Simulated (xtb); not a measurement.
C4H3S (SMILES [c]1ccsc1), doublet, geometry from GFN2-xTB. Base run: GFN2-xTB (xtb).

The xtb input:
```
$ xtb mol.xyz --gfn 2 --uhf 1 --json

# file mol.xyz
8

S     -0.00426082     0.01335767     1.14805323
C      0.01929047     1.29020021    -0.06753540
C     -0.01728820    -1.19482996    -0.08588622
C      0.01570540     0.73094110    -1.26843948
C     -0.00465609    -0.66848623    -1.33994694
H      0.03310944     2.31060780     0.24930890
H     -0.03364272    -2.22856990     0.19962805
H     -0.00960313    -1.24271139    -2.24694036
```

Each row names what was changed in the base input (with any setting that the change needs).

```json
[
 {"change": "base", "ΔE vs base (kJ/mol)": "0.00", "dipole (D)": "0.64", "G_solv (kcal/mol)": "-", "SCF cycles": "11"},
 {"change": "gbsa = chcl3", "ΔE vs base (kJ/mol)": "-17.53", "dipole (D)": "0.69", "G_solv (kcal/mol)": "-4.22", "SCF cycles": "11"},
 {"change": "alpb = acetonitrile", "ΔE vs base (kJ/mol)": "-17.39", "dipole (D)": "0.69", "G_solv (kcal/mol)": "-4.19", "SCF cycles": "11"},
 {"change": "file = coord", "ΔE vs base (kJ/mol)": "0.00", "dipole (D)": "0.64", "G_solv (kcal/mol)": "-", "SCF cycles": "11"},
 {"change": "acc = 1000", "ΔE vs base (kJ/mol)": "0.07", "dipole (D)": "0.63", "G_solv (kcal/mol)": "-", "SCF cycles": "6"},
 {"change": "alpb = ether", "ΔE vs base (kJ/mol)": "-19.83", "dipole (D)": "0.70", "G_solv (kcal/mol)": "-4.81", "SCF cycles": "11"},
 {"change": "acc = 0.1", "ΔE vs base (kJ/mol)": "0.00", "dipole (D)": "0.64", "G_solv (kcal/mol)": "-", "SCF cycles": "13"},
 {"change": "acc = 30", "ΔE vs base (kJ/mol)": "0.00", "dipole (D)": "0.64", "G_solv (kcal/mol)": "-", "SCF cycles": "8"}
]
```

ALPB and GBSA are two models with their own fitted parameters for each solvent, which aren't always the measured dielectric constant.
